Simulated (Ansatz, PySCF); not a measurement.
ReO3F, SMILES [O]=[Re](=[O])(=[O])[F], multiplicity 1. Atoms are numbered in the order given.

```xyz
5

Re     0.0000     0.0000     0.0394
O      1.3682     0.7900     0.6363
O      0.0000    -1.5799     0.6362
O     -1.3682     0.7900     0.6362
F      0.0000     0.0000    -1.8091
```

Coordinates come from a PBE0-D3(BJ)/def2-SVP optimisation. The spin state was assumed, not searched. The def2 effective core potentials stand for the cores of Re; spin–orbit coupling is left out.

Two levels are set side by side: PBE-D3(BJ)/def2-SVP (Ansatz, a quantum-chemistry and plane-wave program) and PBE0-D3(BJ)/def2-SVP (Ansatz). Each level has its own optimised geometry; the coordinates shown are those of the second. Frequencies come from the Hessian of PySCF at each geometry. Differences are taken from unrounded values.

| quantity | PBE0-D3(BJ) |
|---|---|
| mean bond length (Å) | 1.729 |
| bond Re1–O2 (Å) | 1.689 |
| bond Re1–O3 (Å) | 1.689 |
| bond Re1–O4 (Å) | 1.689 |
| bond Re1–F5 (Å) | 1.848 |
| highest harmonic wavenumber (cm⁻¹) | 1081 |
| mean harmonic wavenumber (cm⁻¹) | 599 |
| zero-point energy (kcal/mol) | 7.70 |

### Question
What does PBE-D3(BJ) give, and how far is it from PBE0-D3(BJ)? (An estimate is asked for; the answer gives what the named calculation found.)

### Answer

| quantity | PBE-D3(BJ) | PBE-D3(BJ) minus PBE0-D3(BJ) |
|---|---|---|
| mean bond length (Å) | 1.752 | 0.023 |
| bond Re1–O2 (Å) | 1.714 | 0.025 |
| bond Re1–O3 (Å) | 1.714 | 0.025 |
| bond Re1–O4 (Å) | 1.714 | 0.025 |
| bond Re1–F5 (Å) | 1.866 | 0.017 |
| highest harmonic wavenumber (cm⁻¹) | 1008 | -73 |
| mean harmonic wavenumber (cm⁻¹) | 566 | -33 |
| zero-point energy (kcal/mol) | 7.28 | -0.42 |

GGA bonds tend to be longer and softer than those of functionals with exact exchange. Differences between two approximate levels are no errors against the true value.
